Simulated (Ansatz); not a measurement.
Ligand exchange: GeH(CH3)Cl2 + BH3 → GeH2(CH3)Cl + BH2Cl

Gas-phase species: GeH(CH3)Cl2, singlet; BH3 (borane) `B`, singlet; GeH2(CH3)Cl, singlet; BH2Cl `BCl`, singlet. The partners trade Cl for H: Ge–Cl and B–H bonds give way to Ge–H and B–Cl.

Shapes, held fixed at every level: PBE0-D4/def2-TZVP. Programs: Ansatz 0.2.0. The zero-point and thermal change to 298 K, harmonic and unscaled (PBE0-D4/def2-TZVP), is +0.2 kJ/mol.

```tsv
level	kind	ΔH(298 K) (kJ/mol)	less CCSD(T)/def2-TZVPP
HF/def2-SVP	Hartree–Fock	-20.2	+1.8
HF/def2-TZVPP	Hartree–Fock	-10.1	+11.9
BHLYP-D4/def2-TZVPP	global hybrid	-14.1	+7.9
wB97X-V/def2-TZVPP	range-separated hybrid	-19.6	+2.4
B2PLYP/def2-TZVPP	double hybrid	-22.1	-0.1
MP2/def2-SVP	perturbation theory	-34.2	-12.2
CCSD(T)/def2-SVP	coupled cluster or CI	-37.4	-15.4
CCSD(T)/def2-TZVPP	coupled cluster or CI	-22.0	0.0
```

The highest level, CCSD(T)/def2-TZVPP, gives ΔH(298 K) = -22.0 kJ/mol; the levels span -37.4 to -10.1. The column of differences is taken from that level and isn't an error. No measured value is set beside it here. Relativity is left out for Ge. Outer-core shells of Ge are correlated, in sets that cover them unevenly.
